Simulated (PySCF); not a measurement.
**Radial density of Ne⁺ (neon, charge +1)**

B2PLYP, [He] 2s1 2p5 3d1, one real determinant (an excited configuration). All numbers are calculated (PySCF 2.14, the non-relativistic Hamiltonian (point nucleus), in aug-cc-pV5Z).

| r (bohr) | 4πr²ρ (e/bohr) | 4πr²(ρα − ρβ) |
| --- | --- | --- |
| 0.00250 | 0.04537 | 0.0015 |
| 0.00421 | 0.1241 | 0.0040 |
| 0.00707 | 0.3314 | 0.0108 |
| 0.0119 | 0.8518 | 0.0276 |
| 0.0200 | 2.050 | 0.0659 |
| 0.0337 | 4.422 | 0.1400 |
| 0.0566 | 7.959 | 0.2423 |
| 0.0952 | 10.65 | 0.2946 |
| 0.160 | 9.115 | 0.2505 |
| 0.269 | 5.559 | 0.6253 |
| 0.453 | 6.253 | 2.0148 |
| 0.762 | 6.262 | 2.3307 |
| 1.28 | 2.277 | 0.7690 |
| 2.16 | 0.5658 | 0.4197 |
| 3.63 | 0.2565 | 0.2551 |
| 6.10 | 0.0002153 | 0.0002 |

⟨L²⟩ = 8.00 against 12 for a pure F term, so this real determinant mixes terms. The outer electron is Rydberg-like, and this basis confines it to a smaller radius and binds it less than a complete one would.
